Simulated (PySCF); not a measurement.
(1Z)-1,2-difluorobuta-1,3-diene (C4H4F2), SMILES F/C=C(/C=C)F. The structure is a stationary point at PBE0-D3(BJ)/def2-SVP. The values are those of a single conformer.

Computed equilibrium geometry at PBE0-D3(BJ)/def2-SVP (PySCF confirms it by a frequency run) as a Z-matrix, and its point group (one conformer of several):
point group Cs.
```
C
F 1 1.3315
C 1 1.3411 2 119.65
F 3 1.3227 1 122.29 2 0.00
H 3 1.0917 4 115.05 1 180.00
C 1 1.4486 2 116.56 3 -180.00
C 6 1.3385 1 123.63 2 0.00
H 7 1.0915 6 121.05 1 -180.00
H 7 1.0924 8 117.93 6 -180.00
H 6 1.0943 7 120.69 8 0.00
```
Charge 0, spin multiplicity 1.
